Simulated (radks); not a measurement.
All-electron atom: Gd40+ in [Ar] 3d6. All-electron calculation, scalar-relativistic Kohn-Sham, PBEsol, spin-polarised, spherical densities, finite nucleus; open shells are filled with parallel spins first (spin-orbit coupling, left out, can overturn this in heavy ions); Fermi nuclear charge, rms radius 5.1569 fm. Program: a radial shooting solver on a logarithmic mesh with Libxc functionals.

Unscreened Slater integrals over Kohn-Sham orbitals (eV). They are taken over the spin-up orbitals. Empty in this configuration: 4s.

integral    value
F0(3d,3d)  119.60
F2(3d,3d)  61.478
F4(3d,3d)  39.683
F0(3d,3p)  111.17
F2(3d,3p)  53.519
G1(3d,3p)  57.666
G3(3d,3p)  38.401
F0(3d,3s)  110.00
G2(3d,3s)  44.023
F0(3d,4s)  66.886
G2(3d,4s)  6.3823
F0(3p,3p)  106.22
F2(3p,3p)  53.357
F0(3p,3s)  105.12
G1(3p,3s)  68.469
F0(3p,4s)  65.586
G1(3p,4s)  6.8084
F0(3s,3s)  104.29
F0(3s,4s)  65.336
G0(3s,4s)  5.1848
F0(4s,4s)  53.321

Derived for the open shells (J is the average intra-shell exchange parameter used in DFT+U). 3d: Racah B = F2/49 - 5 F4/441 = 0.8047 eV, C = 35 F4/441 = 3.149 eV, C/B = 3.91, F4/F2 = 0.645, J = (F2 + F4)/14 = 7.226 eV.
